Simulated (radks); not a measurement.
Results of a calculation; reference values are marked as such.
All-electron atom: the niobium ion Nb10+ in [Ar] 3d10 4s2 4p1. Code: a radial shooting solver on a logarithmic mesh with Libxc functionals. Model: Dirac Kohn-Sham, relativistic LDA (MacDonald-Vosko exchange, VWN5 correlation), spin-unpolarised, spherical densities, finite nucleus; open shells fill j = l - 1/2 first; Fermi nuclear charge, rms radius 4.324 fm. Some entries of the table are withheld. Estimate them.

orbital,occ.,eigenvalue (eV),<1/r> (bohr^-1)
1s1/2,2,-18889.15,42.25
2s1/2,2,(1),9.601
2p1/2,2,-2594.187,9.587
2p3/2,4,-2499.056,9.152
3s1/2,2,(2),3.283
3p1/2,2,-537.1331,(3)
3p3/2,4,-521.4892,(4)
3d3/2,4,-379.0686,(5)
3d5/2,6,-376.1090,(6)
4s1/2,2,-216.5754,1.334
4p1/2,1,(7),1.257
4p3/2,0,(8),1.231

Answer. 
(1) 2s1/2 eigenvalue (eV): -2804.952
(2) 3s1/2 eigenvalue (eV): -617.1769
(3) 3p1/2 <1/r> (bohr^-1): 3.188
(4) 3p3/2 <1/r> (bohr^-1): 3.084
(5) 3d3/2 <1/r> (bohr^-1): 2.901
(6) 3d5/2 <1/r> (bohr^-1): 2.874
(7) 4p1/2 eigenvalue (eV): -190.7950
(8) 4p3/2 eigenvalue (eV): -187.6120
